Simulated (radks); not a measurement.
Task: The mean radii <r> (bohr) of the occupied orbitals of an atom or ion are listed with their occupations. Method: Dirac Kohn-Sham, PBE, spin-unpolarised, spherical densities, point nucleus; computed with a radial shooting solver on a logarithmic mesh with Libxc functionals.

| orbital | occ. | <r> |
|---|---|---|
| 1s1/2 | 2 | 0.04399 |
| 2s1/2 | 2 | 0.1879 |
| 2p1/2 | 2 | 0.1603 |
| 2p3/2 | 2 | 0.1637 |

Name the element and its charge. Open shells, if any, fill j = l - 1/2 first.

Result: Z = 34, selenium, charge +26: Se26+ in [He] 2s2 2p4. The 1s radius gives Z: for a bare nucleus <r> = (2 gamma + 1)/(2Z) with gamma = sqrt(1 - (Z/c)^2), 0.0432 bohr for Z = 34, and screening makes it slightly larger (0.04399 here). The occupations add up to 8, and the charge is Z minus that.
